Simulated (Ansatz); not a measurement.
C4H10OSi, SMILES C([SiH3])O/C=C/C. Atoms are numbered in the order given.

```xyz
16

C      3.6255    -0.3566    -0.4106
C      2.2877    -0.3164     0.2485
C      1.1492    -0.0463    -0.3947
O     -0.0500    -0.0034     0.2308
C     -1.1752     0.2133    -0.5868
Si    -2.7175     0.2447     0.5171
H      4.1052    -1.3435    -0.2965
H      4.3182     0.3808     0.0296
H      3.5542    -0.1436    -1.4883
H      2.2262    -0.5161     1.3240
H      1.1271     0.1631    -1.4737
H     -1.0949     1.1714    -1.1381
H     -1.2811    -0.5847    -1.3483
H     -2.8682    -1.0593     1.2259
H     -3.9098     0.4760    -0.3555
H     -2.6121     1.3484     1.5152
```

Geometry: PBE0-D3(BJ)/def2-SVP. The structure was generated by enumeration; whether it is a known compound was not checked. Other conformers were not sampled.

Two levels are set side by side: PBE-D3(BJ)/def2-SVP (Ansatz, a first-principles code) and PBE0-D3(BJ)/def2-SVP (Ansatz). Each level has its own optimised geometry; the coordinates shown are those of the second. Differences are taken from unrounded values.

```json
[
 {"quantity": "mean bond length (Å)", "PBE0-D3(BJ)": "1.312", "PBE-D3(BJ)": "1.322", "PBE-D3(BJ) minus PBE0-D3(BJ)": "0.010"},
 {"quantity": "bond C1–C2 (Å)", "PBE0-D3(BJ)": "1.492", "PBE-D3(BJ)": "1.498", "PBE-D3(BJ) minus PBE0-D3(BJ)": "0.006"},
 {"quantity": "bond C2–C3 (Å)", "PBE0-D3(BJ)": "1.335", "PBE-D3(BJ)": "1.347", "PBE-D3(BJ) minus PBE0-D3(BJ)": "0.012"},
 {"quantity": "bond C3–O4 (Å)", "PBE0-D3(BJ)": "1.353", "PBE-D3(BJ)": "1.366", "PBE-D3(BJ) minus PBE0-D3(BJ)": "0.013"},
 {"quantity": "bond O4–C5 (Å)", "PBE0-D3(BJ)": "1.408", "PBE-D3(BJ)": "1.423", "PBE-D3(BJ) minus PBE0-D3(BJ)": "0.015"},
 {"quantity": "bond C5–Si6 (Å)", "PBE0-D3(BJ)": "1.897", "PBE-D3(BJ)": "1.908", "PBE-D3(BJ) minus PBE0-D3(BJ)": "0.012"},
 {"quantity": "bond C1–H7 (Å)", "PBE0-D3(BJ)": "1.103", "PBE-D3(BJ)": "1.112", "PBE-D3(BJ) minus PBE0-D3(BJ)": "0.009"},
 {"quantity": "bond C1–H8 (Å)", "PBE0-D3(BJ)": "1.103", "PBE-D3(BJ)": "1.112", "PBE-D3(BJ) minus PBE0-D3(BJ)": "0.009"},
 {"quantity": "bond C1–H9 (Å)", "PBE0-D3(BJ)": "1.101", "PBE-D3(BJ)": "1.109", "PBE-D3(BJ) minus PBE0-D3(BJ)": "0.008"},
 {"quantity": "bond C2–H10 (Å)", "PBE0-D3(BJ)": "1.096", "PBE-D3(BJ)": "1.104", "PBE-D3(BJ) minus PBE0-D3(BJ)": "0.008"},
 {"quantity": "bond C3–H11 (Å)", "PBE0-D3(BJ)": "1.099", "PBE-D3(BJ)": "1.108", "PBE-D3(BJ) minus PBE0-D3(BJ)": "0.009"},
 {"quantity": "bond C5–H12 (Å)", "PBE0-D3(BJ)": "1.108", "PBE-D3(BJ)": "1.117", "PBE-D3(BJ) minus PBE0-D3(BJ)": "0.009"},
 {"quantity": "bond C5–H13 (Å)", "PBE0-D3(BJ)": "1.108", "PBE-D3(BJ)": "1.117", "PBE-D3(BJ) minus PBE0-D3(BJ)": "0.009"},
 {"quantity": "bond Si6–H14 (Å)", "PBE0-D3(BJ)": "1.492", "PBE-D3(BJ)": "1.502", "PBE-D3(BJ) minus PBE0-D3(BJ)": "0.010"},
 {"quantity": "bond Si6–H15 (Å)", "PBE0-D3(BJ)": "1.496", "PBE-D3(BJ)": "1.506", "PBE-D3(BJ) minus PBE0-D3(BJ)": "0.010"},
 {"quantity": "bond Si6–H16 (Å)", "PBE0-D3(BJ)": "1.492", "PBE-D3(BJ)": "1.502", "PBE-D3(BJ) minus PBE0-D3(BJ)": "0.010"}
]
```

Exact exchange shortens and stiffens bonds; PBE has none. Differences between two approximate levels are no errors against the true value.
